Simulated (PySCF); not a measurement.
**C₆ coefficients of unlike pairs at wB97X-V**

Calculated with PySCF 2.14 from the dipole response of each species, C₆(A,B) = (3/π) ∫ α_A(iu) α_B(iu) du, in atomic units, from isotropic polarisabilities. For ions this is the dispersion term alone; charge-induced terms of lower order in 1/R come first.

```tsv
species	configuration	basis	relativity	α (bohr³)	C₆ (like pair)
S²⁺	[Ne] 3s2 3p2 (3P)	dyall-av3z (19s12p3d2f)	spin-free X2C	7.266	26.36
Sn³⁺	[Kr] 4d10 5s1 (2S)	aug-cc-pVTZ-DK3 (8s7p5d2f)	spin-free X2C	9.573	32.37
Se²⁺	[Ar] 3d10 4s2 4p2 (3P)	aug-cc-pwCVTZ-PP with ECP10MDF (8s7p6d4f1g)	core potential	9.408	44.38
Br³⁺	[Ar] 3d10 4s2 4p2 (3P)	x2c-TZVPPall with one added diffuse shell each of s, p, d type (7s6p5d1f)	spin-free X2C	6.052	22.28
```

Estimate C₆ for Br³⁺ with Sn³⁺.

The integral gives 26.33. The combination rule 2 C_A C_B / (C_A α_B/α_A + C_B α_A/α_B) gives 25.89 and the geometric mean 26.86.

No spin-orbit coupling is included.

The other pairs:

```
      pair     C₆
 Sn³⁺, S²⁺  28.93
 Br³⁺, S²⁺  24.11
Se²⁺, Sn³⁺  37.59
Br³⁺, Se²⁺  31.32
 Se²⁺, S²⁺  34.14
```
